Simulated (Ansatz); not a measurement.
Reaction (formal exchange of groups at a B–O bond): `COB(N)[SiH3]` + `CC#[C][GeH3]` → `N[B]([SiH3])[GeH3]` + `CC#COC`

Computed with Ansatz on PBE0-D4/def2-TZVP structures; ΔE is electronic, products minus reactants. CCSD(T)/CBS is the MP2 limit (def2-TZVPP, def2-QZVPP) plus CCSD(T) − MP2 in def2-TZVPP, frozen cores. DFT in def2-TZVPP. B3LYP here is the variant with VWN-RPA as its local correlation; programs differ in this. For Ge outer-core shells are correlated without core-valence functions, which leaves a few kJ/mol of doubt a bond. Scalar relativity is left out up to krypton. One conformer a species, not always the lowest.

`COB(N)[SiH3]`:

```xyz
13

C    -0.984    0.910    1.483
O    -0.646   -0.402    1.117
B     0.066   -0.715   -0.006
N     0.324   -2.073   -0.236
Si    0.764    0.652   -1.346
H    -0.604    1.651    0.770
H    -0.567    1.132    2.468
H    -2.071    1.006    1.534
H     0.838   -2.406   -1.030
H     0.005   -2.795    0.390
H     1.708    1.629   -0.728
H    -0.329    1.452   -1.971
H     1.496   -0.040   -2.446
```

`CC#[C][GeH3]`:

Cartesian coordinates in Å:
```
C -1.139 -0.133 -1.953
C -0.408 -0.050 -0.705
C 0.201 0.020 0.336
Ge 1.148 0.135 1.969
H -2.179 -0.416 -1.776
H -0.693 -0.879 -2.616
H -1.133 0.828 -2.472
H 2.572 0.637 1.694
H 1.206 -1.255 2.619
H 0.425 1.114 2.904
```

`N[B]([SiH3])[GeH3]`:

Z-matrix (Å, degrees):
```
Si
B 1 2.017
H 1 1.491 2 110.9
H 1 1.491 2 111.0 3 -119.1
H 1 1.495 2 112.1 3 120.5
Ge 2 2.070 1 122.1 3 59.7
N 2 1.386 1 119.7 3 -120.3
H 6 1.541 2 112.0 1 -60.1
H 6 1.541 2 112.0 1 59.7
H 6 1.547 2 111.5 1 179.8
H 7 1.009 2 123.6 1 -180.0
H 7 1.009 2 123.3 1 0.0
```

`CC#COC`:

```xyz
11

C    -1.026   -1.451    1.610
C    -0.139   -0.692    0.745
C     0.608   -0.074    0.037
O     1.444    0.578   -0.712
C     0.831    1.486   -1.630
H    -1.386   -0.849    2.449
H    -0.511   -2.322    2.023
H    -1.898   -1.816    1.061
H     0.173    0.945   -2.313
H     1.644    1.953   -2.183
H     0.260    2.242   -1.087
```

| level | ΔE (kJ/mol) |
| --- | --- |
| r2SCAN-D4 | 214.1 |
| ωB97X-V | 214.7 |
| B3LYP | 212.2 |
| MP2/def2-QZVPP | 230.7 |

(1) What does CCSD(T)/CBS give? (Estimate.)

Largest T1 diagnostic among the species: 0.013.

Answers

(1) Computed: +221.8 kJ/mol. The listed levels differ from it by -7.7, -7.1, -9.6, 8.9 kJ/mol.

In def2-TZVPP, CCSD(T) changes the Hartree–Fock value by −11.3 kJ/mol (the triples alone add −1.5 kJ/mol) and MP2 by −3.9 kJ/mol. From PBE to PBE0 (25 % exact exchange), in def2-TZVPP and without D4, ΔE moves by +8.6 kJ/mol.
